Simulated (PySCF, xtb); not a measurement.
Te(I)(SH) (HISTe), SMILES S[Te]I.

GFN2-xTB run with xtb at its own geometry gives an orbital gap of 3.04 eV and a dipole moment of 5.94 D.

Geometry: B3LYP-D3(BJ)/def2-SVP. The def2 effective core potentials stand for the cores of I, Te; spin–orbit coupling is left out. One conformer was computed; it need not be the lowest.

Question: What does PBE/def2-TZVPD (PySCF) give? (The exact figures need the calculation; the answer reports its results.)

Answer: gap 1.78 eV (levels -5.53 and -3.75 eV), dipole 1.35 D.
